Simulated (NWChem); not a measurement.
Species: trimethylarsine (C3H9As); SMILES C[As](C)C

```xyz
13

C      1.2050     1.2050    -0.5137
As     0.0000     0.0000     0.4685
C      0.4411    -1.6461    -0.5137
C     -1.6461     0.4411    -0.5137
H      1.0944     1.0944    -1.6034
H      2.2465     0.9877    -0.2339
H      0.9877     2.2465    -0.2339
H      0.4006    -1.4950    -1.6034
H     -0.2679    -2.4394    -0.2339
H      1.4517    -1.9787    -0.2339
H     -1.4950     0.4006    -1.6034
H     -2.4394    -0.2679    -0.2339
H     -1.9787     1.4517    -0.2339
```
Atoms are numbered in this order, from 1.

Computed with NWChem. All runs use the structure optimised with PBE0/def2-SVP.

Q: Predict the results for PBE/def2-TZVPD. Quantities: highest occupied level (eV); orbital gap (eV); dipole (D).

A: 
```yaml
highest occupied level (eV): -5.45
orbital gap (eV): 5.19
dipole (D): 0.97
```
